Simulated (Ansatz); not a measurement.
The same path of Cl2GeH2 + H2S (8 atoms, charge 0, multiplicity 1) was run twice with different band settings. Lost on the way: Ge1–H2, S6–H8. Made: Ge1–S6, H2–H8.

Level of theory: RKS B3LYP-D4/def2-SVP in Ansatz 0.2.0.

Relaxed end points:

```xyz
8
Properties=species:S:1:pos:R:3
Ge 0.398 0.010 -0.140
H 0.402 0.437 1.328
H 1.748 0.060 -0.867
Cl -0.973 1.284 -1.244
Cl -0.331 -2.033 -0.281
S -2.888 -0.041 1.892
H -2.963 0.616 0.712
H -2.595 -1.207 1.273
```

```xyz
8
Properties=species:S:1:pos:R:3
Ge -0.601 -0.643 -0.438
H 0.125 1.586 2.573
H 0.741 -0.898 0.260
Cl -0.681 1.388 -1.187
Cl -0.778 -1.941 -2.164
S -2.262 -1.003 0.994
H -3.213 -0.573 0.132
H -0.534 1.211 2.503
```

Common settings: spring 5.0 eV/Å²; optimiser quadratic models (default); start path through a guess of the saddle point; force threshold 0.05 eV/Å; end points relaxed.

| run | movable images | climbing image | iteration limit |
| --- | --- | --- | --- |
| 1 | 9 | yes | 31 |
| 2 | 2 | no | 60 |

(1) What does each run give, and how far can it be trusted?

Answers

(1) Run 1: converged after 24 iterations, highest image 2.271 eV above the first end. Neighbouring images differ by up to 2.3 eV, so the band resolves the path poorly. A vibrational analysis at the climbing image gives one clearly imaginary mode, 1440i cm⁻¹: a first-order saddle point.
Run 2: converged after 19 iterations, highest image 0.090 eV above the first end. No image climbed, so the highest image needn't sit at the top of the path. A band with more images between the same ends climbed to 2.27 eV, so this one has probably stepped over the top. So few images can step over the top or miss a turn of the path.
The orbitals stay closed-shell, which can raise the energy where a bond breaks towards radicals; this wasn't checked here.
